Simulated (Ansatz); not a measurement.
## Loss of CH4: C3H7In → C2H3In + CH4

Species: C3H7In `C=C[CH2][InH2]`, singlet; C2H3In `C#[C][InH2]`, singlet; CH4 (methane) `C`, singlet. This is a balance of energies; it says nothing on the path, which may need atoms to shift.

Shapes, held fixed at every level: PBE0-D4/def2-TZVP. Flexible molecules stand in one conformer, not always the lowest. Programs: Ansatz 0.2.0. The zero-point and thermal change to 298 K, harmonic and unscaled (PBE0-D4/def2-TZVP), is -11.4 kJ/mol.

Problem. Estimate ΔH(298 K) of this reaction.

Solution. The highest level, CCSD(T)/def2-TZVPP, gives ΔH(298 K) = +87.4 kJ/mol; the levels span +82.2 to +167.3. The column of differences is taken from that level and isn't an error. No measured value is set beside it here. For atoms past krypton def2 sets carry core potentials with scalar relativity. Outer-core shells of In are correlated, in sets that cover them unevenly. Times are processor times on shared x86 and Arm servers, and rough.

```tsv
level	kind	ΔH(298 K) (kJ/mol)	less CCSD(T)/def2-TZVPP	CPU time (sum over the molecules)
SPW92/def2-TZVPP	LDA	+167.3	+79.9	6.9 s
PBE-D4/def2-TZVPP	GGA	+120.1	+32.7	14 s
BHLYP-D4/def2-TZVPP	global hybrid	+96.8	+9.4	15 s
PBE0-D4/def2-TZVPP	global hybrid	+122.6	+35.2	14 s
r2SCAN0-D4/def2-TZVPP	global hybrid	+117.6	+30.2	23 s
CCSD(T)/def2-SVP	coupled cluster or CI	+89.6	+2.2	26 s
CCSD/def2-TZVPP	coupled cluster or CI	+82.2	-5.2	–
CCSD(T)/def2-TZVPP	coupled cluster or CI	+87.4	0.0	11 min
```
